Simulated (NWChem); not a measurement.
## Correlation energy of isocyanic acid (CHNO)

```
C
O 1 1.1649
N 1 1.2104 2 172.97
H 3 1.0086 1 128.31 2 180.00
```
Charge 0, spin multiplicity 1.

Everything below was run with NWChem. All single points use one geometry, from PBE0/def2-SVP, a minimum by its harmonic frequencies.

Basis set: cc-pVTZ. Each correlation energy counts from its own Hartree-Fock reference.

The correlated methods keep 3 core orbitals frozen. Coupled-cluster values serve here as a point of comparison, not as the truth.

Task: For the correlation energy, RI-MP2 gives -577.7 mHa and CR-CCSD[T] gives -598.6 mHa. What do CCSD+T(CCSD), SCS-MP2, CCSD(T) give?

Result: CCSD+T(CCSD): -605.5 mHa; SCS-MP2: -561.7 mHa; CCSD(T): -603.5 mHa.
